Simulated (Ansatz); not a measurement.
The cluster Li₄H₈⁻, relaxed as a doublet with UKS PBE-D4/def2-TZVPD in Ansatz, starting from the GFN1-xTB geometry. Force threshold 0.02 eV/Å.

The highest occupied level of the charge -1 doublet lies above zero (up to 0.82 eV). The electron is either unbound and held by the finite basis, or the level is raised by self-interaction error. The structure comes from a short search, and lower isomers may exist.

Start:

Cartesian coordinates in Å:
```
Li -0.696 -1.433 0.494
Li -1.393 0.313 -1.179
Li 1.044 0.552 0.665
Li 0.232 2.016 -1.348
H 1.587 1.236 -0.939
H -1.264 -2.261 1.715
H -0.880 0.483 0.589
H 1.524 1.142 2.064
H -1.278 1.848 -2.029
H 1.154 -1.282 0.238
H 1.083 -1.269 1.026
H -1.113 -1.344 -1.296
```

```tsv
step	energy (eV)	largest force component (eV/Å)	SCF passes
1	-943.1225	0.800	42
2	-943.5073	0.372	23
3	-943.6889	0.194	22
4	-943.7832	0.185	22
5	-943.8659	0.159	22
6	-943.9436	0.174	21
7	-944.0338	0.173	23
8	-944.1318	0.227	22
9	-944.2457	0.263	21
10	-944.3668	0.234	20
11	-944.4784	0.209	25
15	-945.2070	0.591	20
19	-945.4350	0.228	21
23	-945.5866	0.256	16
27	-945.6351	0.162	17
31	-945.6425	0.125	16
35	-945.6451	0.077	12
39	-945.6470	0.048	16
43	-945.6512	0.178	16
47	-945.6586	0.120	16
51	-945.6668	0.095	16
55	-945.6747	0.134	20
59	-945.6771	0.094	17
62	-945.6778	0.018	12
```

Force components are those of the run's own axes.

End:

```xyz
12

Li   -1.151   -0.535   -0.047
Li   -0.942    1.029   -2.524
Li    0.486    1.122    0.870
Li    0.817    2.350   -1.329
H     1.412    2.544    0.336
H    -0.195   -2.223    2.680
H    -0.158    0.677   -0.934
H    -0.458   -0.227    1.561
H     0.063    2.428   -2.943
H    -0.078   -2.259   -0.646
H     0.296   -2.002   -0.029
H    -0.091   -2.903    3.005
```

Bonds lost: Li1–H6, Li1–H12, Li2–H12, Li3–H11 (atoms count from 1). Bonds formed: Li1–H8 (atoms count from 1). The end holds 2 separate pieces.

No frequencies were taken in this run, so the end may be a saddle point.

It took 92 s on 2 threads of Intel Xeon 6975P-C on a shared host.
